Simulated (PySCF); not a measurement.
C6H6IN.
Numbering: `[NH2:1][c:2]1[cH:3][cH:4][c:5]([I:6])[cH:7][cH:8]1` (hydrogens: H9, H10 on N1; H11 on C3; H12 on C4; H13 on C7; H14 on C8)

Method: PBE0-D3(BJ)/def2-SVP geometry optimisation, gas phase, def2 core potentials past Kr (PySCF 2.14.0); density fitting, grid level 1; the optimiser is geomeTRIC in internal coordinates, started from a GFN2-xTB structure with every atom displaced at random (about 0.01 Å).

Step 1: E = -15896.5231 eV
```
atom  x, y, z in Å  |  force x, y, z in eV/Å
N1     -2.3888    0.2008    0.2437    0.260  -0.082  -0.527
C2     -1.0076    0.0621    0.1084    0.164   0.043   0.154
C3     -0.4100   -1.0745   -0.4567   -0.136  -0.142  -0.079
C4      0.9747   -1.1924   -0.5497    0.145   0.001   0.085
C5      1.7984   -0.1795   -0.0476   -0.169  -0.220  -0.123
I6      3.8887   -0.3482   -0.1840   -0.014  -0.007   0.010
C7      1.2212    0.9481    0.5306    0.077   0.281   0.019
C8     -0.1611    1.0736    0.5926    0.040  -0.111   0.036
H9     -2.8958   -0.4161   -0.3851   -0.041  -0.058   0.117
H10    -2.6508    1.1536    0.0222   -0.292   0.171   0.220
H11    -1.0455   -1.8815   -0.8468    0.110   0.121   0.051
H12     1.4143   -2.0802   -1.0163   -0.062   0.083   0.061
H13     1.8470    1.7540    0.9286   -0.038  -0.108  -0.054
H14    -0.5938    1.9677    1.0459   -0.042   0.025   0.031
```

Step 2: E = -15896.5642 eV
```
atom  x, y, z in Å  |  force x, y, z in eV/Å
N1     -2.3734    0.1859    0.1904    0.235   0.215  -0.175
C2     -0.9850    0.0917    0.0823   -0.742  -0.065   0.045
C3     -0.4062   -1.0544   -0.4803    0.201  -0.017   0.017
C4      0.9759   -1.1927   -0.5403   -0.007   0.013  -0.009
C5      1.7981   -0.1802   -0.0453    0.014  -0.034  -0.022
I6      3.8841   -0.3973   -0.1575    0.059   0.025   0.015
C7      1.2381    0.9671    0.5174   -0.005  -0.043   0.000
C8     -0.1441    1.0970    0.5877   -0.049  -0.014  -0.063
H9     -2.9001   -0.4640   -0.3864    0.157   0.066   0.076
H10    -2.7575    1.1252    0.1181    0.121  -0.148   0.126
H11    -1.0451   -1.8500   -0.8749    0.010   0.031   0.013
H12     1.4107   -2.0903   -0.9844    0.005   0.005   0.009
H13     1.8753    1.7616    0.9113    0.005  -0.021  -0.013
H14    -0.5801    1.9880    1.0475   -0.004  -0.012  -0.020
```

Step 3: E = -15896.5715 eV
```
atom  x, y, z in Å  |  force x, y, z in eV/Å
N1     -2.3759    0.2080    0.1846    0.184  -0.220  -0.211
C2     -0.9994    0.0786    0.0666   -0.204   0.209   0.147
C3     -0.3926   -1.0590   -0.4897   -0.225  -0.151  -0.034
C4      0.9894   -1.2042   -0.5415    0.002   0.119   0.019
C5      1.8072   -0.1897   -0.0481    0.004   0.050   0.024
I6      3.9027   -0.3687   -0.1243   -0.045  -0.021  -0.011
C7      1.2292    0.9544    0.5025   -0.034   0.009   0.051
C8     -0.1544    1.0798    0.5690    0.139   0.107  -0.021
H9     -2.9284   -0.4232   -0.3828    0.024   0.021   0.018
H10    -2.7572    1.1478    0.1963    0.167  -0.080   0.047
H11    -1.0224   -1.8573   -0.8874   -0.039  -0.061  -0.025
H12     1.4247   -2.1048   -0.9764   -0.010  -0.030  -0.016
H13     1.8605    1.7527    0.8945    0.013   0.035   0.016
H14    -0.5925    1.9730    1.0225    0.024   0.012  -0.005
```

**Question.** Estimate the geometry and energy of step 4. (The exact step hangs on the optimiser's Hessian estimate; all steps are aligned on step 3, rigid shifts and turns removed.)

**Answer.** E = -15896.5806 eV, largest force 0.147 eV/Å
```
atom  x, y, z in Å  |  force x, y, z in eV/Å
N1     -2.3667    0.1972    0.1762    0.016  -0.128  -0.069
C2     -0.9984    0.0784    0.0680    0.008   0.043   0.044
C3     -0.4045   -1.0661   -0.4902    0.062   0.081   0.069
C4      0.9795   -1.1952   -0.5386    0.032  -0.106  -0.067
C5      1.8030   -0.1853   -0.0451   -0.007   0.052   0.029
I6      3.8972   -0.3757   -0.1246   -0.042  -0.024  -0.012
C7      1.2319    0.9612    0.5068   -0.062  -0.060  -0.012
C8     -0.1516    1.0835    0.5651    0.046   0.094   0.010
H9     -2.9125   -0.4220   -0.4066   -0.054  -0.004  -0.021
H10    -2.7428    1.1331    0.2254   -0.002   0.065   0.038
H11    -1.0344   -1.8661   -0.8863   -0.007  -0.023  -0.005
H12     1.4165   -2.0955   -0.9729    0.015  -0.027  -0.019
H13     1.8641    1.7599    0.8975   -0.003   0.025   0.012
H14    -0.5904    1.9800    1.0110   -0.002   0.013   0.003
```

The energy changes by -0.0092 eV. The first-order estimate −F·Δx gives -0.0186 eV and the mean of the old and new forces, exact on a quadratic surface, -0.0092 eV. The step makes an angle of 61° with the force vector and moves no atom by more than 0.036 Å.

The cost below is that of the whole optimisation. Time: 2.2 min of wall time; peak memory 0.62 GiB. Hardware: one thread of an Arm Neoverse V1, no GPU, shared host with 32 logical CPUs at a one-minute load of 27.
